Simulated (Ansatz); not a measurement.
Steps of a relaxation of `N=C[SiH2]O` with RKS PBE0-D4/def2-TZVP.

```sh
$ ansatz run in.yaml --threads 2 --pin off --events-out ev --progress --plain --max-ram 4352MiB
```

```yaml
crystal:
  periodic: [false, false, false]
  atoms:
    - {symbol: N, position_ang: [-0.911594, 0.764347, -0.980460]}
    - {symbol: C, position_ang: [0.308258, 0.703143, -0.574255]}
    - {symbol: Si, position_ang: [0.550996, -0.654588, 0.756393]}
    - {symbol: O, position_ang: [-0.996835, -1.274239, 0.885176]}
    - {symbol: H, position_ang: [-1.061156, 1.494522, -1.700794]}
    - {symbol: H, position_ang: [1.114647, 1.371763, -0.963736]}
    - {symbol: H, position_ang: [1.054536, -0.041508, 2.035489]}
    - {symbol: H, position_ang: [1.559538, -1.667814, 0.285716]}
    - {symbol: H, position_ang: [-1.529991, -0.741926, 0.239271]}
basis:
  gaussian: {orbitals: def2-TZVP}
hamiltonian: {xc: pbe0, dispersion: d4}
relax: {f_tol: 0.005, max_steps: 150}
```

Positions (Å) and forces (eV/Å) along the path, 7 of 7 steps:

```xyz
9
step=1 energy=-12527.1463 eV
N    -0.912    0.764   -0.980    1.002    0.491   -0.169
C     0.308    0.703   -0.574   -0.538    0.093   -0.240
Si    0.551   -0.655    0.756   -0.652   -0.183   -0.018
O    -0.997   -1.274    0.885    0.672    0.782   -0.530
H    -1.061    1.495   -1.701    0.096   -0.423    0.419
H     1.115    1.372   -0.964   -0.505   -0.352    0.182
H     1.055   -0.042    2.035   -0.146   -0.155   -0.269
H     1.560   -1.668    0.286   -0.256    0.200    0.111
H    -1.530   -0.742    0.239    0.327   -0.454    0.514
9
step=2 energy=-12527.1985 eV
N    -0.900    0.778   -0.989    0.238    0.195   -0.114
C     0.304    0.704   -0.576   -0.092   -0.054    0.023
Si    0.545   -0.646    0.746   -0.423   -0.170    0.037
O    -0.978   -1.281    0.897    0.424    0.495   -0.337
H    -1.036    1.503   -1.702    0.006   -0.139    0.131
H     1.102    1.363   -0.959   -0.129   -0.098    0.054
H     1.039   -0.044    2.017   -0.027   -0.021   -0.064
H     1.539   -1.655    0.284   -0.049    0.052    0.013
H    -1.527   -0.769    0.265    0.052   -0.261    0.257
9
step=3 energy=-12527.2123 eV
N    -0.894    0.787   -0.997   -0.042    0.000   -0.007
C     0.301    0.701   -0.574    0.015   -0.044    0.046
Si    0.538   -0.642    0.742   -0.066   -0.055    0.028
O    -0.965   -1.281    0.902    0.133    0.131   -0.082
H    -1.020    1.511   -1.705   -0.008    0.026   -0.030
H     1.101    1.352   -0.948    0.042    0.030   -0.014
H     1.032   -0.037    2.004    0.018    0.007    0.020
H     1.530   -1.644    0.274    0.024   -0.014   -0.001
H    -1.536   -0.793    0.285   -0.118   -0.081    0.040
9
step=4 energy=-12527.2142 eV
N    -0.888    0.791   -1.002    0.013    0.033   -0.045
C     0.308    0.706   -0.580   -0.089   -0.108    0.116
Si    0.534   -0.640    0.737    0.014   -0.021    0.021
O    -0.961   -1.289    0.909    0.125    0.087   -0.044
H    -1.014    1.516   -1.709   -0.011    0.025   -0.019
H     1.110    1.358   -0.946    0.030    0.022   -0.032
H     1.027   -0.033    2.000    0.025    0.003    0.017
H     1.526   -1.641    0.269    0.026   -0.015    0.005
H    -1.553   -0.815    0.305   -0.132   -0.026   -0.020
9
step=5 energy=-12527.2169 eV
N    -0.889    0.802   -1.011   -0.005    0.031    0.014
C     0.303    0.710   -0.577   -0.040   -0.094   -0.005
Si    0.533   -0.637    0.735    0.056    0.012    0.030
O    -0.955   -1.292    0.913   -0.067    0.034   -0.051
H    -1.004    1.530   -1.718    0.010    0.000   -0.014
H     1.114    1.351   -0.947    0.018    0.044   -0.003
H     1.031   -0.033    1.997    0.008    0.011    0.013
H     1.529   -1.637    0.272    0.015   -0.003   -0.017
H    -1.574   -0.840    0.318    0.005   -0.035    0.033
9
step=6 energy=-12527.2170 eV
N    -0.891    0.808   -1.013    0.007   -0.049   -0.034
C     0.301    0.702   -0.582   -0.015    0.081    0.047
Si    0.534   -0.637    0.735    0.012    0.000   -0.022
O    -0.954   -1.291    0.915   -0.046   -0.021    0.008
H    -0.997    1.535   -1.723    0.004    0.014    0.023
H     1.112    1.352   -0.940    0.014   -0.023   -0.031
H     1.035   -0.030    1.997   -0.004    0.003   -0.006
H     1.532   -1.636    0.269   -0.001   -0.003    0.004
H    -1.583   -0.850    0.324    0.030   -0.003    0.012
9
step=7 energy=-12527.2175 eV
N    -0.890    0.806   -1.014   -0.001   -0.001    0.000
C     0.300    0.706   -0.579    0.000   -0.001    0.001
Si    0.533   -0.637    0.735    0.001    0.002   -0.001
O    -0.955   -1.293    0.916   -0.002   -0.001    0.001
H    -0.996    1.535   -1.721    0.000    0.001   -0.001
H     1.113    1.350   -0.943    0.001    0.000    0.000
H     1.033   -0.030    1.997    0.000   -0.001    0.000
H     1.531   -1.635    0.268    0.000    0.000    0.000
H    -1.581   -0.850    0.325    0.002    0.000    0.001
```

Run time 26 s (2 threads of an Arm Neoverse V2 on a shared host); peak host memory 0.32 GiB.
